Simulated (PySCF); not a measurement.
C₃H₁₁NO₂Si, SMILES CO[Si](C)(N)OC, GFN2-xTB optimised geometry.

```
18

C      1.88    -0.93    -0.87
O      1.01    -1.59     0.00
Si    -0.62    -1.59     0.00
C     -1.37    -2.54    -1.47
N     -1.19    -2.35     1.45
O     -1.03    -0.01     0.00
C     -2.32     0.52     0.07
H      1.86    -1.39    -1.86
H      1.60     0.12    -0.97
H      2.89    -0.99    -0.46
H     -0.93    -3.52    -1.58
H     -2.44    -2.67    -1.35
H     -1.21    -2.00    -2.40
H     -0.92    -1.91     2.32
H     -1.07    -3.34     1.53
H     -2.86     0.34    -0.86
H     -2.23     1.59     0.24
H     -2.89     0.07     0.89
```

Density from PBE0/def2-SVP in PySCF at that geometry.

Minimum of the electron density along straight lines between bonded atoms, close to the bond critical point (lines longer than 1.1 times the sum of covalent radii, or with two minima, are not listed):

| bond | length / Å | ρ at the minimum / e bohr⁻³ | ∇²ρ there / e bohr⁻⁵ | position (fraction from the first atom) |
|---|---|---|---|---|
| C1–O2 | 1.401 | 0.256 | -0.31 | 0.34 |
| O2–Si3 | 1.630 | 0.128 | 1.06 | 0.59 |
| Si3–C4 | 1.903 | ___ | 0.32 | 0.38 |
| Si3–N5 | 1.727 | 0.124 | ___ | 0.40 |
| Si3–O6 | 1.634 | 0.127 | 1.06 | 0.41 |
| O6–C7 | 1.399 | 0.257 | -0.31 | 0.66 |
| C1–H8 | 1.093 | 0.281 | -1.05 | 0.63 |
| C1–H9 | 1.091 | 0.283 | -1.08 | 0.64 |
| C1–H10 | 1.091 | 0.283 | -1.08 | 0.63 |
| C4–H11 | 1.085 | 0.271 | -0.96 | 0.62 |
| C4–H12 | 1.085 | 0.272 | -0.97 | 0.62 |
| C4–H13 | 1.087 | 0.270 | -0.96 | 0.62 |
| N5–H14 | 1.008 | 0.331 | -1.52 | 0.76 |
| N5–H15 | 1.006 | 0.332 | -1.52 | 0.76 |
| C7–H16 | 1.093 | 0.281 | -1.06 | 0.63 |
| C7–H17 | 1.091 | 0.283 | -1.08 | 0.63 |
| C7–H18 | 1.091 | 0.283 | -1.08 | 0.63 |

Task: Complete the blanks.

Result: 
- Si3–C4, ρ at the minimum / e bohr⁻³: 0.113
- Si3–N5, ∇²ρ there / e bohr⁻⁵: 0.73
